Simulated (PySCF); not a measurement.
Compound: C5H8Si.
Cartesian coordinates in Å at the PBE0-D3(BJ)/def2-SVP level; atoms count from 1:
```xyz
14
C5H8Si angstrom
C      1.6962    0.3998    2.0510
C      0.9496    0.2729    1.1023
C      0.0643    0.1240   -0.0220
C      0.1796    1.2004   -1.0884
C     -1.3721   -0.3550    0.3126
Si    -0.3552   -1.6437   -0.5539
H      2.3607    0.5101    2.8872
H     -0.4733    0.9800   -1.9470
H      1.2123    1.2804   -1.4582
H     -0.1182    2.1803   -0.6795
H     -1.5928   -0.4874    1.3767
H     -2.1726    0.1610   -0.2293
H      0.1928   -2.7818    0.2208
H     -0.5796   -1.8845   -2.0018
```

Computed, not measured: core-valence-separated Tamm–Dancoff BHandHLYP/aug-pcX-1 (pcseg-1 on H, def2-SVPD on Si) in PySCF, non-relativistic, gas phase, PBE0-D3(BJ)/def2-SVP geometry. Absolute energies from this functional tend to lie a few eV below measured edges; no shift was applied.

The lowest roots of each edge with f over 0.003 (five at most, numbered afresh; weaker and dark ones are left out), with transition dipoles (au) in the frame of the coordinates:

```csv
root,edge,E (eV),μx,μy,μz
1,C,283.44,0.0423,0.0714,-0.0438
2,C,283.73,0.0428,0.0619,-0.0438
3,C,283.80,0.0704,-0.0688,-0.0451
4,C,283.86,-0.0392,0.0427,0.0244
5,C,284.67,0.0083,0.0621,0.0237
```

**Question.** What are the oscillator strengths?

**Answer.** f = (2/3) ΔE |μ|², with ΔE in hartree (27.2114 eV):

```
root  ΔE (Eh)  |μ|² (au)      f  core hole on
   1  10.4162   0.008806  0.061            C1
   2  10.4267   0.007582  0.053            C2
   3  10.4296   0.011724  0.082            C1
   4  10.4315   0.003955  0.027            C2
   5  10.4614   0.004487  0.031            C5
```

**Question.** Molecules are fixed in this frame and the field points along x. What effective strengths 3 f cos²θ do the roots have (θ between field and μ)?

**Answer.** root 1 (C1): 0.037, root 2 (C2): 0.038, root 3 (C1): 0.103, root 4 (C2): 0.032, root 5 (C5): 0.001. Root 3 is the strongest. Averaged over all orientations cos²θ is 1/3, which gives f back.

The run took 32 s of wall time on an Arm Neoverse N1 with one thread, no GPU, shared host, and the process peaked at 0.91 GiB of memory.
